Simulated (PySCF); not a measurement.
Species: C10H10S.
Bonds: C1–C2 (double), C2–C3, C3–C4 (aromatic), C4–C5 (aromatic), C5–C6 (aromatic), C6–C7 (aromatic), C7–C8 (aromatic), C7–S9, S9–C10, C10–C11, C3–C8 (aromatic), C6–C11. Hydrogens: H12, H13 on C1; H14 on C2; H15 on C4; H16 on C5; H17 on C8; H18, H19 on C10; H20, H21 on C11.

A GFN2-xTB structure was refined with PySCF, PBE0-D3(BJ)/def2-SVP geometry optimisation, gas phase. Its GFN2-xTB values:

```json
{"coordinate": "C1=C2", "GFN2-xTB": "1.327 Å"}
{"coordinate": "C1–H12", "GFN2-xTB": "1.076 Å"}
{"coordinate": "C1–H13", "GFN2-xTB": "1.076 Å"}
{"coordinate": "C2–C3", "GFN2-xTB": "1.458 Å"}
{"coordinate": "C2–H14", "GFN2-xTB": "1.083 Å"}
{"coordinate": "C3–C4", "GFN2-xTB": "1.396 Å"}
{"coordinate": "C3–C8", "GFN2-xTB": "1.397 Å"}
{"coordinate": "C4–C5", "GFN2-xTB": "1.384 Å"}
{"coordinate": "C4–H15", "GFN2-xTB": "1.078 Å"}
{"coordinate": "C5–C6", "GFN2-xTB": "1.381 Å"}
{"coordinate": "C5–H16", "GFN2-xTB": "1.081 Å"}
{"coordinate": "C6–C7", "GFN2-xTB": "1.393 Å"}
{"coordinate": "C7–C8", "GFN2-xTB": "1.379 Å"}
{"coordinate": "C8–H17", "GFN2-xTB": "1.079 Å"}
{"coordinate": "C10–H18", "GFN2-xTB": "1.088 Å"}
{"coordinate": "C11–H20", "GFN2-xTB": "1.095 Å"}
{"coordinate": "C1–C2–C3", "GFN2-xTB": "126.8°"}
{"coordinate": "C5–C6–C11", "GFN2-xTB": "126.8°"}
{"coordinate": "C6–C7–C8", "GFN2-xTB": "121.5°"}
{"coordinate": "C6–C11–C10", "GFN2-xTB": "107.1°"}
{"coordinate": "C7–C6–C11", "GFN2-xTB": "114.2°"}
{"coordinate": "C7–S9–C10", "GFN2-xTB": "91.3°"}
{"coordinate": "C8–C7–S9", "GFN2-xTB": "125.4°"}
{"coordinate": "S9–C10–C11", "GFN2-xTB": "107.3°"}
{"coordinate": "C5–C6–C11–C10", "GFN2-xTB": "163°"}
{"coordinate": "C6–C7–S9–C10", "GFN2-xTB": "12°"}
{"coordinate": "C7–S9–C10–C11", "GFN2-xTB": "-23°"}
{"coordinate": "S9–C10–C11–C6", "GFN2-xTB": "27°"}
```

**Question.** How do these coordinates change at the PBE0-D3(BJ)/def2-SVP level?

**Answer.** 
```tsv
coordinate	PBE0-D3(BJ)/def2-SVP (Å or °)	change
C1–H13	1.093	+0.017
C1–H12	1.092	+0.016
C8–H17	1.093	+0.014
C2–H14	1.096	+0.013
C4–H15	1.091	+0.013
C5–H16	1.093	+0.012
C7–C8	1.391	+0.012
C1=C2	1.338	+0.011
C2–C3	1.469	+0.011
C5–C6	1.392	+0.011
C10–H18	1.098	+0.010
C11–H20	1.105	+0.010
C3–C4	1.405	+0.009
C6–C7	1.402	+0.009
C4–C5	1.392	+0.008
C3–C8	1.404	+0.007
C7–C6–C11	113.2	-1.0
C5–C6–C11	127.7	+0.9
S9–C10–C11	106.5	-0.8
C7–S9–C10	90.7	-0.6
C1–C2–C3	127.4	+0.6
C6–C11–C10	106.6	-0.5
C8–C7–S9	125.9	+0.5
C6–C7–C8	121.0	-0.5
S9–C10–C11–C6	32	+5
C7–S9–C10–C11	-27	-4
C5–C6–C11–C10	160	-3
C6–C7–S9–C10	15	+3
```

The energy falls by 0.063 eV over 5 energy and gradient evaluations, the largest force component goes from 0.0123 to 4.4e-04 Eh/bohr, and the atoms move by 0.048 Å rms after alignment. Among the bonds, C1–H12 and C1–H13 change most and about equally (+0.016 to +0.017 Å). Bonds longer at the end by more than 0.005 Å: 19 of 22; shorter: 0. Rotational constants go from 2500, 599.1, 488.2 to 2481, 591.4, 483.1 MHz.

The run used 208 basis functions and 35 SCF cycles in all. Time: 2.2 min of wall time. Hardware: an Arm Neoverse V1 with one thread, shared host.

PBE0-D3(BJ)/def2-SVP frequencies: not computed here. The numbers are those of one conformer.

Conformer computed: `[CH2:1]=[CH:2][c:3]1[cH:4][cH:5][c:6]2[c:7]([cH:8]1)[S:9][CH2:10][CH2:11]2`: C1–C2–C3–C4 -2°.
